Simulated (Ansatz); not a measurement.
Basis-set extrapolation for `O[SiH]C[SiH2]O` radical (PBE0-D4/def2-TZVP geometry, frozen core, the Gaussian-basis code of Ansatz). Multiplicity 2, UHF reference.

```csv
,def2-TZVPP,def2-QZVPP
HF,-769.716246,-769.744013
MP2 correlation,-0.884424,-0.952895
CCSD(T) correlation,-0.961230,not run
```

Energies in hartree. Use E(X) = E(∞) + A·exp(−7.88·√X) for Hartree–Fock and E(X) = E(∞) + B·X^(−2.97) for correlation, with X = 3 and 4, and add CCSD(T) minus MP2 of the smaller set to the MP2 limit.

What is the CCSD(T) energy at the basis-set limit?

HF limit: -769.744013 + (-0.027767) × 0.13774 = -769.74784. MP2 limit: -0.952895 + (-0.068471) × 0.74074 = -1.00361. Higher-order term: -0.961230 − (-0.884424) = -0.07681. Total: -770.82826 hartree, 395.9 kJ/mol below CCSD(T)/def2-TZVPP.
